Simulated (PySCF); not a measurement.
An unknown is described by computed data only.

Formula: C6H13NSi.

- 1H NMR: chemical shifts (computed TMS as zero) by class: 5.35 (1 H), 5.21 (1 H), 5.00 (1 H), 2.40 (1 H), 2.02 (2 H), 1.98 (3 H), 1.63 (2 H), 0.69 (2 H) ppm [GIAO PBE0/pcSseg-1]
- Rotational structure: rotational constants A, B, C: 4.341, 0.907, 0.879 GHz [GFN2-xTB]
- 13C NMR: chemical shifts (computed TMS as zero) by class: 173.0 (1 C), 114.4 (1 C), 35.2 (2 C), 34.8 (1 C), 29.3 (1 C) ppm [GIAO PBE0/pcSseg-1]
- NMR, other nuclei: isotropic shieldings of nuclei other than C and H, by class: 242 (1 N), 357 (1 Si) ppm [GIAO PBE0/pcSseg-1]
- Dipole: 1.73 D [PBE0/pcSseg-1]

The electronic properties come from PySCF, for the isolated species, density fitting. Levels stand in brackets. Geometry: GFN2-xTB, one conformer, isolated molecule. NMR classes are plain means over equivalent atoms (diastereotopic ones count apart unless rotation or inversion swaps them), as if these changed places fast.

Question: Propose a structure and show how it fits.

Answer: Numbering: `[CH2:1]=[C:2]([CH3:3])[C@H:4]1[CH2:5][Si@H:6]([NH2:7])[CH2:8]1`. Its formula, C6H13NSi, gives 2 degrees of unsaturation: 1 ring and 1 π bond in the structure found. 6 carbons fall into 5 classes; from least to most shielded: fully substituted alkene carbon [C2] (173.0 ppm), terminal =CH2 carbon [C1] (114.4 ppm), ring sp3 carbon bound to silicon [C5/C8] (35.2 ppm, 2 C, up to 4.4 ppm apart in this geometry), allylic carbon [C4] (34.8 ppm), allylic carbon [C3] (29.3 ppm). Hydrogen classes from least to most shielded: 1 H on an SiH silicon, Si6 (5.35 ppm), 1 H on a terminal =CH2 carbon, C1 (5.21 ppm), 1 H on a terminal =CH2 carbon, C1 (5.00 ppm), 1 H on an allylic carbon, C4 (2.40 ppm), 2 H on 2 like atoms (sp3 carbon bound to silicon), C5/C8 (2.02 ppm), 3 H on an allylic carbon, C3 (1.98 ppm), 2 H on 2 like atoms (sp3 carbon bound to silicon), C5/C8 (1.63 ppm), 2 H on a silicon-bound nitrogen, N7 (0.69 ppm). The other shieldings belong to: 242 ppm, silicon-bound nitrogen [N7]; 357 ppm, SiH silicon [Si6]. The optimised geometry has point group C1 and is an asymmetric top. Structure: `C=C(C)[C@H]1C[Si@H](N)C1`. Computed isomers that give other values at the same levels: `CC#CC[Si@@H](C)NC` (13C chemical shifts (computed TMS as zero) by class: 81.1 (1 C), 80.2 (1 C), 31.5 (1 C), 5.2 (1 C), 5.0 (1 C), -4.4 (1 C) ppm); `C/C=C\[C@H]1CC[SiH2]N1` (13C chemical shifts (computed TMS as zero) by class: 141.2 (1 C), 127.6 (1 C), 56.4 (1 C), 33.6 (1 C), 15.8 (1 C), 7.0 (1 C) ppm); `C/C=C/[C@H]1CC[SiH2]N1` (13C chemical shifts (computed TMS as zero) by class: 143.7 (1 C), 129.4 (1 C), 65.4 (1 C), 34.4 (1 C), 21.7 (1 C), 7.2 (1 C) ppm). The assignments are read from this structure; whether some other isomer fits the data as well wasn't checked.

Shape of the structure used: `[CH2:1]=[C:2]([CH3:3])[C@H:4]1[CH2:5][Si@H:6]([NH2:7])[CH2:8]1`: C1–C2–C4–C5 -58°, H–N7–Si6–C5 -47°, H–N7–Si6–C5 94°.
